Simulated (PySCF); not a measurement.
A GIAO shielding run with PySCF 2.14 (density fitting, non-relativistic, gas phase) on `CC[C@H](C)p1[pH]p1[SiH3]`, C4H13P3Si:

```
$ OMP_NUM_THREADS=1 python probes_run.py task.json out

{"job": {"kind": "nmr", "xc": "PBE0", "basis": "pcSseg-1"}, "charge": 0, "multiplicity": 1}
C     -2.887230     0.247654     0.861810
C     -1.644149    -0.385031     0.248430
C     -0.653395     0.647740    -0.293120
C     -1.192911     1.434526    -1.483358
P      0.917937    -0.242718    -0.833778
P      2.338834     1.273969    -0.218495
P      1.890652    -0.418774     1.101318
Si     3.465443    -1.933284     0.539024
H     -3.471624     0.772940     0.110826
H     -2.609048     0.953052     1.642022
H     -3.517069    -0.521248     1.303155
H     -1.934036    -1.063148    -0.559483
H     -1.133924    -0.980035     1.014165
H     -0.383433     1.344205     0.513994
H     -0.427512     2.111210    -1.863870
H     -1.481027     0.756358    -2.285397
H     -2.059095     2.025401    -1.195165
H      3.418670     0.721964    -0.919514
H      3.561668    -2.107766    -0.915180
H      3.048279    -3.174519     1.188207
H      4.744050    -1.445553     1.064667
```

Hardware: 1 thread of an Arm Neoverse V2, shared host. The job also computes population analyses, field gradients, ring-centre shieldings.

(1) How large is the calculation?

(2) How long does it take, and how much memory does it need?

Answers

(1) 96 electrons, 229 basis functions and 1282 auxiliary functions.

(2) 55 s of wall time, with 13 SCF cycles and 5 response iterations; peak memory 1.1 GiB. Times on a shared host scatter by some tens of per cent.
